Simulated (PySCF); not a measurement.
# `C=C[SiH2][SiH2]C(F)(F)F`, C3H7F3Si2

Geometry (Å), atoms numbered from 1 in this order:
```xyz
15

C     1.969    1.083    0.398
C     2.031   -0.239    0.594
Si    0.656   -1.451    0.221
Si   -1.096   -0.494   -1.013
C    -2.048    0.846    0.017
F    -1.277    1.910    0.312
F    -2.484    0.347    1.183
F    -3.118    1.314   -0.640
H     1.072    1.576    0.009
H     2.813    1.740    0.635
H     2.962   -0.655    1.002
H     0.084   -2.042    1.471
H     1.183   -2.587   -0.601
H    -2.120   -1.525   -1.353
H    -0.630    0.187   -2.257
```

Level of theory: quadratic response CAM-B3LYP/aug-cc-pVDZ first hyperpolarisability, Taylor convention, gas phase (PySCF). Geometry: PBE0-D3(BJ)/def2-SVP.

Question: What is the first hyperpolarisability, and how does it disperse?

Answer: In au, Taylor convention; the vector part is βᵢ = ⅓ Σⱼ (βᵢⱼⱼ + βⱼᵢⱼ + βⱼⱼᵢ); β∥ is 3/5 of the vector part along the dipole, the dipole points from − to +:
```csv
process,λ (nm),β vector norm,β∥,β HRS,depolarisation ratio
"static β(0;0,0)",∞,260.2,-119.5,98.2,7.37
"second harmonic β(−2ω;ω,ω)",1907,267.6,-122.7,101.2,7.30
"Pockels β(−ω;ω,0)",1907,262.6,-120.6,–,–
"second harmonic β(−2ω;ω,ω)",1064,285.5,-130.5,108.3,7.13
"Pockels β(−ω;ω,0)",1064,268.2,-123.0,–,–
```

Question: Which lowest excitations, dipole and polarisabilities go with it?

Answer: S1 6.70 eV (f = 0.003); S2 6.91 eV (f = 0.055); S3 7.02 eV (f = 0.251); dipole 2.35 D; isotropic α 96.8 au static, 97.1 au at 1907 nm, 97.8 au at 1064 nm, 98.1 au at 953.5 nm, 101.0 au at 532 nm.
